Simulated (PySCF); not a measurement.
Screening by computed properties: pick the candidate that meets the target.

All species are isolated and taken at one optimised geometry, non-relativistic unless stated. Electronic properties by PySCF.

Dipoles, sizes and rotational constants follow the conformer. The torsions of the flexible species, by atom-mapped SMILES:
- `[CH2:1]=[CH:2][P:3](=[CH2:4])([CH3:5])[CH3:6]`: C1–C2–P3–C4 93°
- `[CH:1]#[C:2][CH2:3][C:4](=[O:5])[OH:6]`: C2–C3–C4–O5 -93°, H–O6–C4–C3 -177°
- `[CH2:1]=[CH:2][PH:3][CH:4]([CH3:5])[CH3:6]`: C1–C2–P3–C4 -118°, C2–P3–C4–C5 53°
- `[F:1][SiH2:2][N:3]([SiH3:4])[SiH3:5]`: F1–Si2–N3–Si4 81°

Task: Wanted: lowest triplet excitation (Tamm–Dancoff) above 3.8 eV (TDA B3LYP/def2-SVPD) and HOMO energy above -7.5 eV (B3LYP/def2-SVPD), at GFN2-xTB geometries. Which candidate meets both?
A. `C#CCC(=O)O`
B. `C=CP(=C)(C)C`
C. `O1CC=C(C#N)C1`
D. `CC(PC=C)C`

Result: D. Computed values:
| species | lowest triplet excitation (Tamm–Dancoff) | HOMO energy |
| --- | --- | --- |
| C=CP(=C)(C)C | 2.70 eV | -4.92 eV |
| O1CC=C(C#N)C1 | 3.55 eV | -7.34 eV |
| CC(PC=C)C | 4.00 eV | -6.37 eV |
| C#CCC(=O)O | 5.07 eV | -7.73 eV |

Task: Wanted: dipole moment above 2.5 D (B3LYP/def2-SVPD) and HOMO–LUMO gap below 6.5 eV (B3LYP/def2-SVPD), at GFN2-xTB geometries. Which candidate meets both?
A. `[SiH3]N([SiH2]F)[SiH3]`
B. `CP(C=C)(=C)C`
C. `C=CPC(C)C`
D. `C#CCC(=O)O`

Result: B. Computed values:
```
               species  dipole moment  HOMO–LUMO gap
             C=CPC(C)C         1.22 D        5.95 eV
[SiH3]N([SiH2]F)[SiH3]         1.55 D        7.36 eV
            C#CCC(=O)O         1.71 D        7.08 eV
          CP(C=C)(=C)C         3.23 D        4.04 eV
```

Task: Wanted: electronic spatial extent ⟨r²⟩ about the centre of nuclear charge between 700 bohr² and 850 bohr² (B3LYP/def2-SVPD) and static isotropic polarisability below 86 au (B3LYP/def2-SVPD), at GFN2-xTB geometries. Which candidate meets both?
A. `C(C(O)=O)C#C`
B. `CP(C)(C=C)=C`
C. `C=CPC(C)C`
D. `F[SiH2]N([SiH3])[SiH3]`
E. `N#CC1=CCOC1`

Result: E. Computed values:
```
               species  electronic spatial extent ⟨r²⟩ about the centre of nuclear charge  static isotropic polarisability
          C(C(O)=O)C#C                                                          574 bohr²                          53.2 au
           N#CC1=CCOC1                                                          741 bohr²                          66.1 au
          CP(C)(C=C)=C                                                          793 bohr²                          94.7 au
             C=CPC(C)C                                                          898 bohr²                          89.6 au
F[SiH2]N([SiH3])[SiH3]                                                          972 bohr²                          83.0 au
```

Task: Wanted: lowest singlet excitation below 5 eV (TDDFT B3LYP/def2-SVPD) and smallest rotational constant below 1.8 GHz (GFN2-xTB), at GFN2-xTB geometries. Which candidate meets both?
A. `CP(C)(C=C)=C`
B. `F[SiH2]N([SiH3])[SiH3]`
C. `C=CPC(C)C`
D. `C(C(O)=O)C#C`
E. `N#CC1=CCOC1`

Result: E. Computed values:
| species | lowest singlet excitation | smallest rotational constant |
| --- | --- | --- |
| CP(C)(C=C)=C | 3.49 eV | 2.059 GHz |
| N#CC1=CCOC1 | 4.78 eV | 1.537 GHz |
| C=CPC(C)C | 5.34 eV | 1.449 GHz |
| C(C(O)=O)C#C | 5.63 eV | 2.213 GHz |
| F[SiH2]N([SiH3])[SiH3] | 6.30 eV | 1.295 GHz |
